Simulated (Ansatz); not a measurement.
Relaxation of a periodic cell of 13 atoms, Tl12F (host Tl, host structure hcp, interstitial F), to a largest force component of 0.08 eV/Å in at most 25 steps.

The calculation used DFT LDA, scalar-relativistic, plane waves, PAW (Ansatz). Settings: cutoff 420 eV, k mesh 3x2x3, fermi-dirac smearing 0.05 eV, no spin polarisation.

```xyz
13
Lattice="6.9200 0.0000 0.0000 -5.1900 8.9893 0.0000 0.0000 0.0000 5.5325" Properties=species:S:1:pos:R:3:forces:R:3
Tl 0.000 0.000 0.000 -0.06 -0.10 -0.02
Tl 0.000 1.998 2.766 -0.03 0.07 0.03
Tl -1.730 2.996 0.000 0.02 0.02 0.00
Tl -1.730 4.994 2.766 -0.04 -0.16 0.04
Tl -3.460 5.993 0.000 2.54 1.44 0.85
Tl -3.460 7.991 2.766 -0.04 0.02 0.02
Tl 3.460 0.000 0.000 0.07 0.14 0.03
Tl 3.460 1.998 2.766 0.01 0.04 -0.04
Tl 1.730 2.996 0.000 0.14 -4.18 1.35
Tl 1.730 4.994 2.766 0.12 0.03 -3.61
Tl 0.000 5.993 0.000 -3.48 2.15 1.33
Tl 0.000 7.991 2.766 0.03 0.06 -0.02
F 1.667 4.957 4.877 0.70 0.46 0.03
```

Question: Where does it end, and by what steps?

Answer: The forces met the threshold. The threshold is loose, so the end isn't yet a minimum. Limits of this set-up: coarse k mesh, odd electron count without spin. After 5 steps the energy has fallen by 2.182 eV; Tl9 moved furthest, 0.65 Å.

```
step  energy less start (eV)  largest force component (eV/Å)  accepted
   0                  0.0000                           4.180       yes
   1                 -1.7603                           1.260       yes
   2                 -2.0838                           0.189       yes
   3                 -2.1527                           0.086       yes
   4                 -2.1589                           0.125       yes
   5                 -2.1818                           0.067       yes
```

```xyz
13
Lattice="6.9200 0.0000 0.0000 -5.1900 8.9893 0.0000 0.0000 0.0000 5.5325" Properties=species:S:1:pos:R:3
Tl -0.097 -0.244 -0.050
Tl -0.184 2.061 3.034
Tl -1.931 3.157 0.126
Tl -1.589 5.014 2.814
Tl -3.164 6.281 -0.137
Tl -3.578 8.132 2.693
Tl 3.552 0.218 0.049
Tl 3.393 2.026 2.848
Tl 1.373 2.547 0.309
Tl 2.038 4.992 2.310
Tl -0.005 5.982 0.013
Tl -0.083 8.035 2.757
F 1.941 4.700 4.710
```

The run took 85 s on 4 threads of Intel(R) Xeon(R) Processor @ 2.50GHz (Skylake/Cascade Lake), on a shared host, peak memory 1.1 GiB.
